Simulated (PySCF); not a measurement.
# Correlation energy of B (boron, neutral)

[He] 2s2 2p1, 2P determinant. All numbers are calculated (PySCF 2.14, no relativity, point nucleus, in def2-SVP). Frozen: 1s2; 3 electrons correlated.

MP2 pair energies summed by pair of shells (mhartree):

```
 pair  energy  share (%)
2s-2s  -21.67       60.4
2s-2p  -14.20       39.6
```

Total MP2 correlation energy: -35.87 mhartree.

Same-spin part -2.32 and opposite-spin part -33.55 mhartree; SCS-MP2 scales them by 1/3 and 6/5 to -41.03 mhartree.

| level | correlation energy (mhartree) |
| --- | --- |
| CCSD | -56.90 |
| (T) | -0.85 |
| CCSD(T) | -57.75 |

Diagnostics: T1 = 0.011, D1 = 0.0217, largest double amplitude 0.138.

Cost of the coupled-cluster step: 0.07 s of wall time on 1 thread of Neoverse-V2 (shared host), for 3 correlated electrons.
